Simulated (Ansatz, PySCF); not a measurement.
C₄H₅Si, SMILES [C]1=C[SiH2]C=C1, multiplicity 2. Atoms are numbered in the order given.

```xyz
10

C      0.9862    -1.1358     0.0000
C      1.4334     0.1166     0.0000
Si    -0.1757     1.1221     0.0000
C     -1.2721    -0.4129     0.0000
C     -0.4419    -1.4836     0.0000
H      2.4769     0.4385     0.0000
H     -0.3487     1.9742     1.2127
H     -0.3487     1.9742    -1.2127
H     -2.3604    -0.5119     0.0000
H     -0.7694    -2.5281     0.0000
```
Charge 0, spin multiplicity 2.

Coordinates come from a B3LYP-D3(BJ)/def2-SVP optimisation. The isomer is the one that the SMILES or the coordinates give; other isomers of the formula were not compared.

Two levels are set side by side: PBE-D3(BJ)/def2-SVP (Ansatz, a program for electronic structure) and B3LYP-D3(BJ)/def2-SVP (Ansatz). Each level has its own optimised geometry; the coordinates shown are those of the second. Frequencies come from the Hessian of PySCF at each geometry. Differences are taken from unrounded values.

| quantity | B3LYP-D3(BJ) |
|---|---|
| mean bond length (Å) | 1.420 |
| bond C1–C2 (Å) | 1.330 |
| bond C1–C5 (Å) | 1.470 |
| bond C2–Si3 (Å) | 1.897 |
| bond Si3–C4 (Å) | 1.886 |
| bond C4–C5 (Å) | 1.355 |
| bond C2–H6 (Å) | 1.092 |
| bond Si3–H7 (Å) | 1.492 |
| bond Si3–H8 (Å) | 1.492 |
| bond C4–H9 (Å) | 1.093 |
| bond C5–H10 (Å) | 1.095 |
| highest harmonic wavenumber (cm⁻¹) | 3203 |
| mean harmonic wavenumber (cm⁻¹) | 1259 |
| zero-point energy (kcal/mol) | 43.21 |

Problem. What does PBE-D3(BJ) give, and how far is it from B3LYP-D3(BJ)? (Estimate from the structure and the level; the computed values follow.)

Solution. 
```
quantity                            PBE-D3(BJ)  PBE-D3(BJ) minus B3LYP-D3(BJ)
----------------------------------  ----------  -----------------------------
mean bond length (Å)                     1.428                          0.007
bond C1–C2 (Å)                           1.338                          0.008
bond C1–C5 (Å)                           1.467                         -0.003
bond C2–Si3 (Å)                          1.902                          0.004
bond Si3–C4 (Å)                          1.889                          0.003
bond C4–C5 (Å)                           1.365                          0.010
bond C2–H6 (Å)                           1.100                          0.008
bond Si3–H7 (Å)                          1.506                          0.014
bond Si3–H8 (Å)                          1.506                          0.014
bond C4–H9 (Å)                           1.101                          0.008
bond C5–H10 (Å)                          1.103                          0.009
highest harmonic wavenumber (cm⁻¹)        3145                            -58
mean harmonic wavenumber (cm⁻¹)           1221                            -39
zero-point energy (kcal/mol)             41.88                          -1.33
```

GGA bonds tend to be longer and softer than those of functionals with exact exchange. Differences between two approximate levels are no errors against the true value.
